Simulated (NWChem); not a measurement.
# C3H3F; SMILES C=C=CF

```xyz
7

C      0.2284     1.8661     0.0000
C     -0.1117     0.6036     0.0000
C     -0.4980    -0.6475     0.0000
F      0.3506    -1.6785     0.0000
H      0.3791     2.4181    -0.9354
H      0.3791     2.4181     0.9354
H     -1.5491    -0.9537     0.0000
```
Atoms are numbered in this order, from 1.

Program: NWChem. Coordinates come from a PBE0/def2-SVP optimisation. Level: PBE0/def2-SVP with SMD (1 M gas to 1 M solution), gas-phase geometry.

Q: What does the run give for solvent water? Quantities: solvation free energy (kcal/mol); cavity-dispersion-structure term (kcal/mol); dipole in solution (D).

A: The solvation free energy (kcal/mol) comes out as 0.9 and the cavity-dispersion-structure term (kcal/mol) is 4.2. The dipole in solution (D) is 2.06.
